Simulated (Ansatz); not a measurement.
The same path of Cl3FH3NZr (9 atoms, charge 0, multiplicity 1) was run twice with different band settings.

Computed with RKS BLYP/def2-SVP (Ansatz).

Relaxed end points:

```xyz
9
Properties=species:S:1:pos:R:3
Zr -0.060 0.013 0.053
F 0.393 -0.189 1.913
Cl 2.152 0.033 -0.835
Cl -0.813 2.173 -0.667
Cl -0.948 -1.907 -1.076
N -2.302 -0.024 1.148
H -2.841 -0.869 0.904
H -2.887 0.786 0.893
H -2.205 -0.015 2.175
```

```xyz
9
Properties=species:S:1:pos:R:3
Zr -0.419 0.582 -0.167
F -0.955 1.951 1.074
Cl 1.189 -1.023 0.596
Cl 0.960 1.920 -1.581
Cl -2.055 -0.162 -1.753
N -1.882 -0.672 1.396
H -1.911 -1.685 1.206
H -2.860 -0.343 1.360
H -1.576 -0.569 2.376
```

Common settings: movable images 5; climbing image yes; spring 5.0 eV/Å²; start path through a guess of the saddle point; force threshold 0.03 eV/Å; iteration limit 60; end points relaxed.

| run | optimiser |
| --- | --- |
| 1 | quadratic models (default) |
| 2 | lbfgs |

**Question.** What does each run give, and how far can it be trusted?

**Answer.** Run 1: converged after 26 iterations, highest image 0.221 eV above the first end. A vibrational analysis at the climbing image gives one clearly imaginary mode, 43i cm⁻¹: a first-order saddle point.
Run 2: converged after 58 iterations, highest image 0.213 eV above the first end. The order of the point at the top wasn't checked.
